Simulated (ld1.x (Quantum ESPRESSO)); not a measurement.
Transferability test, TM potential for tellurium (Te)

```
Element                 : tellurium
Generator               : ld1.x (Quantum ESPRESSO) 7.5
Type                    : norm-conserving Troullier–Martins (Kleinman–Bylander form)
Functional              : PBEsol
Relativity              : fully relativistic
Frozen core             : [Kr] 4d10
Valence charge          : 6
Reference configuration : 5s2 5p3 (charge +1)
Partial waves           : 5p (bound): rc 1.90 bohr; 5s (bound): rc 1.50 bohr
Local potential         : the s channel
Core correction         : Bessel-smoothed model core inside 1.55 bohr
```

Open shells are filled in proportion to 2j + 1 (rel_dist='average').

Energies are relative to the spin-unpolarised reference configuration 5s2 5p3; without spin polarisation the order of configurations can differ from experiment.

```csv
valence configuration,charge,ΔE all-electron (eV),error AE − PS (meV)
5s2 5p4,0,-9.774,-1.5
5s2 5p2,+2,17.993,-6.0
5s2 5p1,+3,44.979,-40
5s1 5p4,+1,9.836,-14
5s1 5p5,0,-0.524,-10
```

Question: What are ΔE and the potential's error for 5s0 5p6?

Answer: ΔE = 8.919 eV all-electron; the error (AE − PS) is -49 meV.

Question: What are ΔE and the potential's error for 5s2 5p4.3?

Answer: ΔE = -11.252 eV all-electron; the error (AE − PS) is -1.9 meV.

Levels in the configuration 5s2 5p4:

```csv
level,all-electron (eV),pseudo (eV)
5s j=1/2,-15.135,-15.130
5p j=1/2,-6.522,-6.519
5p j=3/2,-5.719,-5.718
```

Note: ghost state, extra bound levels that the all-electron valence spectrum of the same l lacks: d at -5.0 eV. A true bound ghost makes a file unfit for plane-wave use.
